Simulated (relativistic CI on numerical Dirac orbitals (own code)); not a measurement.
**One change at a time: K**

Base calculation: Dirac-Coulomb-Breit CI, separate exchange-only KLI orbitals for each configuration, model QED, valence Slater integrals scaled by 0.85, P86 correlation energy added to each configuration.

Configurations in the expansion (outside the closed core [Ar]): 4s, 4p, 3d, 5p, 4d, 4f, 5s, 6s, 6p, 5d, 7s, 5g, 5f, 7p, 6d, 8s, 8p. Levels of other configurations are missing.

Variants: (1) self-excluded LDA correlation estimate; (2) valence Slater integrals scaled by 0.75; (3) QED terms removed; (4) non-relativistic limit. Shifts of the energy above 4s ²S1/2, in cm⁻¹, for the lowest level and the first level of each name with at least 55 % of one term (blank where a level changes its place among those of its configuration and J or its character, or is not in the variant):

```
    Level     Base     Δ(1)  Δ(2)  Δ(3)    Δ(4)  Measured
 4s ²S1/2      0.0      0.0   0.0   0.0     0.0       0.0
4p ²P°1/2  11941.4  +1105.5   0.0  +5.0   -87.9   12985.2
4p ²P°3/2  11984.9  +1105.5   0.0  +4.9  -131.4   13042.9
 5s ²S1/2  20490.6   +835.8   0.0  +3.2   -86.5          
 3d ²D5/2  20857.6  +1230.8   0.0  +4.8  -120.9   21534.7
 3d ²D3/2  20864.1  +1230.7   0.0  +4.8  -127.3   21537.0
5p ²P°1/2  24181.3   +785.8   0.0  +4.9  -109.6   24701.4
5p ²P°3/2  24195.3   +785.8   0.0  +4.8  -123.6   24720.1
 6s ²S1/2  27139.4   +599.6   0.0  +4.0  -105.7          
 4d ²D5/2  27332.3   +597.1   0.0  +4.8  -119.9          
 4d ²D3/2  27337.6   +597.2   0.0  +4.8  -125.2          
6p ²P°1/2  28815.8   +467.4   0.0  +4.8  -115.7          
6p ²P°3/2  28821.6   +467.4   0.0  +4.8  -121.5          
4f ²F°5/2  28831.7   -411.6   0.0  +4.8  -119.9
```

Correlation outside the listed configurations is missing or only estimated: errors of thousands of cm⁻¹ between configurations and terms are usual at this charge. Rates and lifetimes follow the computed energies and can be off by large factors. The fine structure of a lone outer electron comes out too small, for d and f at times inverted, and misplaced configurations move strength between like terms. 6 of the 6 excited levels that our extract of the measured tables holds in this range could be paired (the sources list more); they are missed by 749 cm⁻¹ on average and 1058 at most, and levels without a partner can miss by more.

Measured levels: NIST Handbook of Basic Atomic Spectroscopic Data (Sansonetti and Martin, J. Phys. Chem. Ref. Data 34, 1559 (2005)).

Ionisation energy from the two ground configurations alone: base 4.425 eV; self-excluded LDA correlation estimate 4.376 eV. The NIST ASD value (measured) is 4.34066 eV.
